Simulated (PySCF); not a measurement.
# BiO⁻ at UHF-CCSD(T)

Level: UHF-CCSD(T). Bi aug-cc-pVDZ-PP with ECP60, O aug-cc-pVDZ; scalar-relativistic core potentials (PySCF 2.14).

- state: ³Σ⁻ (triplet), unpaired electrons π ↑↑
- bond length: 2.025 Å
- harmonic wavenumber: 626 cm⁻¹
- force constant: 3.43 mdyn/Å
- rotational constant Be: 0.2766 cm⁻¹
- anharmonicity ωexe: 2.86 cm⁻¹
- vibration–rotation constant αe: 0.00169 cm⁻¹

Correlated steps freeze 5 core orbitals. These are scalar-relativistic numbers at best; spin–orbit coupling would shift them, the dissociation energy most. The state is the lowest determinant that a PBE0 search found; another state may lie lower at other levels.
